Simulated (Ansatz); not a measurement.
Born–Oppenheimer molecular dynamics of BFH₄OS (8 atoms, charge 0, multiplicity 1). It starts at the highest image of a converged band. Of that band: The profile has 2 maxima (images 2, 5) with wells between them (image 3): this band takes more than one step, which may be the mechanism or a detour left from its start path. A structure lower than the first end lies on the path between it and the top, so the climb from that side starts below the end, which may itself be a saddle point or a shallow side well. A vibrational analysis at the climbing image gives one clearly imaginary mode, 711i cm⁻¹: a first-order saddle point.

Computed with RKS revPBE-D4/def2-SVP in Ansatz 0.2.0.

```json
{
  "ensemble": "NVE (velocity Verlet)",
  "time step": "0.5 fs",
  "steps asked": "200",
  "starting velocities drawn for": "100 K",
  "seed": "4098"
}
```

First frame:

```xyz
8
Properties=species:S:1:pos:R:3
B -0.188 0.250 0.058
F -0.069 -0.039 1.693
H 0.860 -0.121 -0.436
O -1.437 -0.139 -0.393
H -1.386 -0.947 -0.930
S -0.129 2.240 0.455
H -1.487 2.359 0.506
H -0.075 1.150 1.665
```

(1) How far do the bonds stretch over the last three quarters of this one trajectory? (Pairs bonded in most of those frames.)

Answers

(1) 
```tsv
bond	mean (Å)	spread (Å)	shortest	longest
B1–H3	1.217	0.011	1.20	1.23
B1–O4	1.366	0.009	1.35	1.38
B1–S6	1.858	0.044	1.81	1.97
F2–H8	0.960	0.029	0.92	1.03
O4–H5	0.974	0.009	0.96	0.99
S6–H7	1.366	0.006	1.36	1.38
```

Mean temperature of the second half: 575 K. The conserved energy stayed within 0.043 meV per atom of its start (net change 0.043 meV per atom), so the integration is sound. The kinetic energy rose, since the run started high on the potential surface and went downhill. It ends in pieces (BH3OS + FH), so much of that is their flight and rotation, not heat. A run of 0.1 ps of so small a system gives no equilibrium averages. The orbitals stay closed-shell, which can raise the energy where a bond breaks towards radicals; this wasn't checked here.

Run time: 4.5 min on 1 thread of Intel(R) Xeon(R) Platinum 8488C (Sapphire Rapids), with other jobs on the host, peak memory 0.16 GiB.
